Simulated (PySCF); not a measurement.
## Radial density of Co²⁺ (cobalt, charge +2)

MN15, [Ar] 3d6 4p1, one real determinant (an excited configuration). Computed with PySCF 2.14 in aug-cc-pVDZ (7s6p4d2f, 59 functions), with no relativity, point nucleus.

| r (bohr) | 4πr²ρ (e/bohr) | 4πr²(ρα − ρβ) |
| --- | --- | --- |
| 0.000997 | 0.1580 | 0.0000 |
| 0.00168 | 0.4308 | 0.0000 |
| 0.00282 | 1.146 | -0.0001 |
| 0.00474 | 2.923 | -0.0002 |
| 0.00798 | 6.946 | -0.0004 |
| 0.0134 | 14.67 | -0.0009 |
| 0.0226 | 25.47 | -0.0010 |
| 0.0380 | 32.38 | 0.0013 |
| 0.0639 | 28.01 | 0.0131 |
| 0.107 | 27.28 | 0.0651 |
| 0.181 | 36.53 | 0.3551 |
| 0.304 | 21.30 | 1.6302 |
| 0.511 | 16.01 | 3.8941 |
| 0.860 | 15.03 | 3.6293 |
| 1.45 | 3.416 | 1.3880 |
| 2.43 | 0.6611 | 0.5707 |
| 4.09 | 0.1276 | 0.1267 |
| 6.88 | 0.001283 | 0.0013 |

⟨L²⟩ = 8.01 against 12 for a pure F term, so this real determinant mixes terms.
